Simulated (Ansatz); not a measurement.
Relaxation of H6OSSi3 (11 atoms, charge 0, multiplicity 1), to a largest force component of 0.02 eV/Å in at most 50 steps.

Theory: RKS B3LYP-D4/def2-SVP (Ansatz 0.2.0).

```xyz
11
Properties=species:S:1:pos:R:3:forces:R:3
O -1.601 1.781 0.900 -5.11 1.35 -0.44
Si -0.270 1.173 0.265 3.59 2.34 0.58
Si 0.257 -0.873 1.038 1.37 -0.66 0.82
Si 0.836 -1.028 -1.170 -0.52 -2.48 0.58
S -0.809 0.354 -1.657 -2.68 -1.68 -1.11
H -2.416 1.826 0.289 1.67 -0.07 1.73
H -1.522 1.209 -2.472 0.99 0.68 -0.37
H 1.511 -0.925 1.956 -0.95 0.15 -0.48
H -0.847 -1.709 1.551 -0.08 -0.59 -0.17
H 0.487 -2.362 -1.753 0.17 0.32 -0.42
H 2.066 -0.462 -1.531 1.54 0.64 -0.73
```

Q: Where does it end, and by what steps?

A: The run converged. After 21 steps the energy has fallen by 2.842 eV; H7 moved furthest, 1.38 Å. Parted: Si2–S5.

| step | energy less start (eV) | largest force component (eV/Å) | accepted |
| --- | --- | --- | --- |
| 0 | 0.0000 | 5.107 | yes |
| 1 | -1.4461 | 2.229 | yes |
| 2 | -2.0151 | 1.457 | yes |
| 3 | -2.2981 | 1.128 | yes |
| 4 | -2.4679 | 0.824 | yes |
| 5 | -2.5639 | 0.704 | yes |
| 6 | -2.6445 | 0.392 | yes |
| 7 | -2.7203 | 0.446 | yes |
| 8 | -2.7158 | 1.696 | no |
| 9 | -2.7537 | 0.379 | yes |
| 10 | -2.7812 | 0.436 | yes |
| 11 | -2.8117 | 0.288 | yes |
| 12 | -2.8119 | 0.798 | yes |
| 13 | -2.8109 | 0.234 | no |
| 14 | -2.8294 | 0.495 | yes |
| 15 | -2.8136 | 0.403 | no |
| 16 | -2.8394 | 0.163 | yes |
| 17 | -2.8411 | 0.082 | yes |
| 18 | -2.8415 | 0.061 | yes |
| 19 | -2.8420 | 0.022 | yes |
| 20 | -2.8420 | 0.021 | yes |
| 21 | -2.8421 | 0.018 | yes |

```xyz
11
Properties=species:S:1:pos:R:3
O -1.916 1.874 1.010
Si -0.355 1.791 0.397
Si 0.227 -0.559 1.010
Si 0.587 -1.108 -1.238
S -0.998 0.265 -2.006
H -2.340 1.098 1.397
H -0.244 0.933 -2.912
H 1.416 -0.866 1.866
H -0.921 -1.409 1.481
H 0.363 -2.466 -1.813
H 1.871 -0.571 -1.777
```

Whether the end is a true minimum wasn't checked by a vibrational analysis.

Time of the run: 88 s on 2 threads of Arm Neoverse V1, with other jobs on the host, peak memory 0.29 GiB.
